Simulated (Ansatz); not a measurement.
Species: H$_{8}$N$_{4}$Si, SMILES `N[Si](N)(N)N` (charge 0, multiplicity 1).

Question: Give a relaxed geometry from Ansatz (a quantum-chemistry and plane-wave program) with B3LYP-D3(BJ)/def2-TZVP.

Answer: This is not unique; one that fits is the end point of this relaxation, one of several conformers (outside a Z-matrix the atoms follow the SMILES, hydrogens last).
Z-matrix (Å, degrees):
```
Si
N 1 1.7196
H 2 1.0072 1 120.58
H 2 1.0078 3 111.54 1 149.92
N 1 1.7196 2 113.07 3 71.29
H 5 1.0072 1 120.58 2 44.64
H 5 1.0078 6 111.54 1 -149.91
N 1 1.7196 2 102.50 3 -166.66
H 8 1.0072 1 120.58 2 -166.66
H 8 1.0078 9 111.54 1 149.92
N 1 1.7196 2 113.06 3 -44.61
H 11 1.0072 1 120.58 2 -71.28
H 11 1.0078 12 111.54 1 -149.91
```
